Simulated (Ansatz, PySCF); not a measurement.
C2H5Se, SMILES CC[Se] (connectivity only; charge and spin as stated), charge -1, multiplicity 1. Atoms are numbered in the order given.

```xyz
8

C     -0.3918     2.0701     0.0000
C      0.6764     0.9790     0.0000
Se    -0.0734    -0.8703     0.0000
H     -1.0384     1.9741    -0.8855
H      0.0542     3.0857     0.0000
H     -1.0384     1.9741     0.8855
H      1.3210     1.0950    -0.8858
H      1.3210     1.0950     0.8858
```
Charge -1, spin multiplicity 1.

Geometry: B3LYP-D3(BJ)/def2-SVPD. The spin state was assumed, not searched. The isomer is the one that the SMILES or the coordinates give; other isomers of the formula were not compared.

Two levels are set side by side: PBE-D3(BJ)/def2-SVPD (Ansatz, an electronic-structure program) and B3LYP-D3(BJ)/def2-SVPD (Ansatz). Each level has its own optimised geometry; the coordinates shown are those of the second. Frequencies come from the Hessian of PySCF at each geometry. Differences are taken from unrounded values.

| quantity | B3LYP-D3(BJ) |
|---|---|
| mean bond length (Å) | 1.291 |
| bond C1–C2 (Å) | 1.527 |
| bond C2–Se3 (Å) | 1.995 |
| bond C1–H4 (Å) | 1.101 |
| bond C1–H5 (Å) | 1.109 |
| bond C1–H6 (Å) | 1.101 |
| bond C2–H7 (Å) | 1.102 |
| bond C2–H8 (Å) | 1.102 |
| highest harmonic wavenumber (cm⁻¹) | 3088 |
| mean harmonic wavenumber (cm⁻¹) | 1560 |
| zero-point energy (kcal/mol) | 40.13 |

Q: What does PBE-D3(BJ) give, and how far is it from B3LYP-D3(BJ)? (The exact figures need the calculation; the answer reports its results.)

A: 
```json
[
 {"quantity": "mean bond length (Å)", "PBE-D3(BJ)": "1.297", "PBE-D3(BJ) minus B3LYP-D3(BJ)": "0.006"},
 {"quantity": "bond C1–C2 (Å)", "PBE-D3(BJ)": "1.528", "PBE-D3(BJ) minus B3LYP-D3(BJ)": "0.001"},
 {"quantity": "bond C2–Se3 (Å)", "PBE-D3(BJ)": "1.995", "PBE-D3(BJ) minus B3LYP-D3(BJ)": "-0.001"},
 {"quantity": "bond C1–H4 (Å)", "PBE-D3(BJ)": "1.109", "PBE-D3(BJ) minus B3LYP-D3(BJ)": "0.008"},
 {"quantity": "bond C1–H5 (Å)", "PBE-D3(BJ)": "1.118", "PBE-D3(BJ) minus B3LYP-D3(BJ)": "0.008"},
 {"quantity": "bond C1–H6 (Å)", "PBE-D3(BJ)": "1.109", "PBE-D3(BJ) minus B3LYP-D3(BJ)": "0.008"},
 {"quantity": "bond C2–H7 (Å)", "PBE-D3(BJ)": "1.110", "PBE-D3(BJ) minus B3LYP-D3(BJ)": "0.009"},
 {"quantity": "bond C2–H8 (Å)", "PBE-D3(BJ)": "1.110", "PBE-D3(BJ) minus B3LYP-D3(BJ)": "0.009"},
 {"quantity": "highest harmonic wavenumber (cm⁻¹)", "PBE-D3(BJ)": "3032", "PBE-D3(BJ) minus B3LYP-D3(BJ)": "-56"},
 {"quantity": "mean harmonic wavenumber (cm⁻¹)", "PBE-D3(BJ)": "1517", "PBE-D3(BJ) minus B3LYP-D3(BJ)": "-42"},
 {"quantity": "zero-point energy (kcal/mol)", "PBE-D3(BJ)": "39.05", "PBE-D3(BJ) minus B3LYP-D3(BJ)": "-1.08"}
]
```

Exact exchange shortens and stiffens bonds; PBE has none. Differences between two approximate levels are no errors against the true value.
